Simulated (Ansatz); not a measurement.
C2H7ClOSi can be A, `CC(Cl)[SiH2]O`, or B, `CCO[SiH2]Cl`.

Computed with Ansatz on PBE0-D4/def2-TZVP structures; ΔE is electronic, products minus reactants. CBS: MP2 limit from def2 TZ/QZ plus the TZ coupled-cluster correction, frozen cores. DFT in def2-TZVPP. B3LYP here is the variant with VWN-RPA as its local correlation; programs differ in this. Each species was taken in one conformer, which may not be the lowest.

A:

Z-matrix (Å, degrees):
```
C
C 1 1.512
H 1 1.095 2 109.5
H 1 1.092 2 111.4 3 -119.5
H 1 1.092 2 111.3 3 119.5
Cl 2 1.810 1 110.4 3 177.9
Si 2 1.887 1 114.6 3 -63.7
H 2 1.092 1 110.8 3 62.2
O 7 1.641 2 111.1 1 -175.5
H 7 1.484 2 109.9 1 67.3
H 7 1.488 2 106.6 1 -52.3
H 9 0.960 7 115.8 2 52.0
```

B:

Z-matrix (Å, degrees):
```
C
C 1 1.507
H 1 1.091 2 110.5
H 1 1.092 2 110.7 3 120.1
H 1 1.093 2 110.2 3 -119.9
O 2 1.421 1 109.2 3 -59.5
H 2 1.098 1 110.5 3 179.7
H 2 1.096 1 110.6 3 60.7
Si 6 1.625 2 124.4 1 -170.1
Cl 9 2.058 6 111.1 2 -63.1
H 9 1.475 6 106.9 2 178.6
H 9 1.483 6 111.3 2 54.7
```

Task: Which isomer does CCSD(T)/CBS put lower? Give the gap. (Estimate.)

Result: Ansatz gave: B, by 20.9 kcal/mol.

Task: Give E(B) − E(A) in kcal/mol with LDA (SPW92), CCSD(T)/def2-SVP, B2PLYP, B3LYP-D4, BLYP-D4, B3LYP, PBE0-D4. (Best estimate.)

Result: Computed: LDA (SPW92) -19.7, CCSD(T)/def2-SVP -24.4, B2PLYP -22.6, B3LYP-D4 -22.2, BLYP-D4 -21.2, B3LYP -23.3, PBE0-D4 -21.1. None reverses the order clearly.

Task: Does the order hold for the free energy at 298.15 K (harmonic terms from PBE0-D4)? (An estimate is asked.)

Result: Ansatz gave: Yes: G(B) − G(A) = -20.4 kcal/mol, for one conformer each. Modes under 60 cm⁻¹, often nearly free rotors, make the harmonic entropy too high.

Largest T1 diagnostic: 0.010.

The D4 term adds +1.2 kcal/mol with B3LYP and +0.6 kcal/mol with PBE0; it sums over pairs of atoms, weighted by their polarisabilities, and B3LYP, whose exchange is more repulsive, gets the larger term. At CCSD(T), def2-SVP lies −3.5 kcal/mol from the extrapolated value and def2-TZVPP −0.4 kcal/mol.
